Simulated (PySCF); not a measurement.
C$_{3}$H$_{3}$, doublet, at a GFN2-xTB geometry. Base run: CASSCF(5,7)/6-31G* in PySCF.

Here is a job for PySCF.
```python
from pyscf import gto, scf, mcscf
import numpy

mol = gto.M(
    atom='''
C     0.00140388   -0.01899720    0.10918779
C     0.01684836   -0.22799011    1.31038999
C    -0.01571971    0.21271738   -1.22260886
H     0.03012627   -0.40766541    2.34308704
H     0.89984787    0.24626573   -1.78481618
H    -0.94516933    0.36701923   -1.74008438
''',
    basis='6-31g*',
    spin=1,
    verbose=4,
)

mf = scf.ROHF(mol)
mf.kernel()
mc = mcscf.CASSCF(mf, 7, 5)
mc.fix_spin_(ss=0.75)
mc.kernel()
occ = numpy.linalg.eigvalsh(mc.fcisolver.make_rdm1(mc.ci, mc.ncas, mc.nelecas))[::-1]
ss = mc.fcisolver.spin_square(mc.ci, mc.ncas, mc.nelecas)[0]
print('natural occupations', occ.round(4), ' <S^2>', round(ss, 4))
```

The base run was repeated with changes; each row names its change, and settings that it needs were set with it.

```
change                                            ΔE vs base (mEh)                           natural occupations  <S^2> of the state
------------------------------------------------  ----------------  --------------------------------------------  ------------------
base                                                         0.000            1.93 1.93 1.00 0.06 0.06 0.01 0.00                0.75
correction = SC-NEVPT2                                      -286.3            1.93 1.93 1.00 0.06 0.06 0.01 0.00                0.75
solver = newton                                              0.000            1.93 1.93 1.00 0.06 0.06 0.01 0.00                0.75
active space = 5 electrons, 4 orbitals                      55.379                           1.99 1.94 1.01 0.06                0.75
active space = 9 electrons, 9 orbitals                     -29.432  1.98 1.98 1.94 1.93 1.00 0.07 0.06 0.02 0.02                0.75
active space = 7 electrons, 7 orbitals                      -7.814            1.98 1.94 1.93 1.00 0.06 0.06 0.02                0.75
state_average = 2 states                                    13.510                                             -                   -
active space = 3 electrons, 3 orbitals                      59.854                                1.94 1.00 0.06                0.75
conv_tol = 1e-5                                              0.000            1.93 1.93 1.00 0.06 0.06 0.01 0.00                0.75
orbitals = fixed (CASCI); correction = SC-NEVPT2            -285.7            1.96 1.95 1.00 0.05 0.04 0.00 0.00                0.75
fix_spin_ = off                                              0.000            1.93 1.93 1.00 0.06 0.06 0.01 0.00                0.75
```

Active orbitals are taken around the Fermi level unless the row says otherwise; CASSCF can end in different local minima, and two programs can end on different orbitals. State-averaged rows give the lowest state.

Open shells are given as the SCF converged; they aren't shown to be the lowest states, and a large step between rows can be another state.
